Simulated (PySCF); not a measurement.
# Nuclear quadrupole coupling in `COCC1=C[C@@]2([SiH3])C=C[C@@H]12`

C8H12OSi.
Structure used (GFN2-xTB), in Å, numbered top down from 1:
```xyz
22
C8H12OSi angstrom
C      3.6593    0.6828    0.9822
O      2.2744    0.4728    0.9731
C      1.7330    0.3983   -0.3311
C      0.2622    0.2089   -0.2300
C     -0.8232    0.8238   -0.6971
C     -1.7927   -0.1260   -0.0285
Si    -3.1129    0.5510    1.1314
C     -2.0339   -1.3818   -0.8366
C     -0.9591   -2.0107   -0.3726
C     -0.5152   -0.8640    0.4995
H      4.1932   -0.1312    0.4740
H      3.9604    0.7172    2.0274
H      3.9224    1.6310    0.4953
H      2.1843   -0.4532   -0.8727
H      1.9581    1.3195   -0.8930
H     -0.9959    1.6578   -1.3514
H     -4.1694    1.1713    0.3265
H     -3.6630   -0.5614    1.9081
H     -2.4950    1.5437    2.0099
H     -2.7997   -1.6158   -1.5520
H     -0.5080   -2.9709   -0.5432
H     -0.2899   -1.0434    1.5439
```

Field gradients from the PBE0/pcSseg-1 density (PySCF, non-relativistic), principal values in atomic units, ordered |Vxx| ≤ |Vyy| ≤ |Vzz|:

| atom | Vxx | Vyy | Vzz |
| --- | --- | --- | --- |
| O2 | 0.0458 | 2.0374 | -2.0832 |

**Question.** Find the asymmetry η = (Vxx − Vyy)/Vzz and the couplings χ = eQV/h (234.96 MHz × Q in barn × V in au), with Q(17O) = −0.0256 b.

**Answer.** 
```
atom   environment  nucleus     η  χzz (MHz)  χxx (MHz)  χyy (MHz)
  O2  ether oxygen      17O  0.96      12.53      -0.28     -12.26
```

At O2 η is above 0.9: Vyy and Vzz are nearly equal in size and opposite in sign, so a small change could swap them and flip the sign of χzz. The tensor is traceless: Vxx + Vyy + Vzz = 0.

**Question.** What is Vzz at O2 in SI units (1 au = 9.71736 × 10²¹ V/m²)?

**Answer.** -2.0832 au = -20.243 × 10²¹ V/m².

**Question.** And the gradient at the other heavy atoms, for which no coupling is worked out here?

**Answer.** 
| atom | environment | Vzz (au) | η |
| --- | --- | --- | --- |
| C1 | methoxy carbon | 0.362 | 0.11 |
| C3 | sp3 carbon bound to oxygen | 0.339 | 0.13 |
| C4 | fully substituted alkene carbon | 0.247 | 0.95 |
| C5 | alkene CH carbon | 0.245 | 0.89 |
| C6 | sp3 carbon bound to silicon | -0.078 | 0.15 |
| Si7 | SiH3 silicon | 0.125 | 0.25 |
| C8 | alkene CH carbon | 0.265 | 0.87 |
| C9 | alkene CH carbon | 0.259 | 0.84 |
| C10 | sp3 carbon at a ring junction | -0.061 | 0.80 |

**Question.** What couplings would deuterons (Q(2H) = 0.00286 b) have in place of the hydrogens, at this geometry?

**Answer.** 
| atom | bonded to | bond length (Å) | Vzz (au) | η | χzz (kHz) |
| --- | --- | --- | --- | --- | --- |
| H11 | C1 | 1.098 | 0.2883 | 0.08 | 194 |
| H12 | C1 | 1.088 | 0.3072 | 0.06 | 206 |
| H13 | C1 | 1.098 | 0.2885 | 0.08 | 194 |
| H14 | C3 | 1.105 | 0.2741 | 0.06 | 184 |
| H15 | C3 | 1.102 | 0.2788 | 0.07 | 187 |
| H16 | C5 | 1.074 | 0.3447 | 0.04 | 232 |
| H17 | Si7 | 1.466 | 0.1618 | 0.01 | 109 |
| H18 | Si7 | 1.464 | 0.1631 | 0.00 | 110 |
| H19 | Si7 | 1.463 | 0.1639 | 0.00 | 110 |
| H20 | C8 | 1.074 | 0.3451 | 0.03 | 232 |
| H21 | C9 | 1.074 | 0.3446 | 0.03 | 232 |
| H22 | C10 | 1.083 | 0.3252 | 0.01 | 219 |

Isolated species at its GFN2-xTB geometry (one conformer only). GFN2-xTB bond lengths can be off by several hundredths of an ångström, more for odd bonds, and the gradients follow them. A larger basis could move these couplings by a tenth or more.

These values come from a run that also computed NMR shieldings. Hardware: an Arm Neoverse V2 with one thread (shared host). Cost: 66 s of wall time (with the writing of density and orbital grids), 1.0 GiB resident at most.
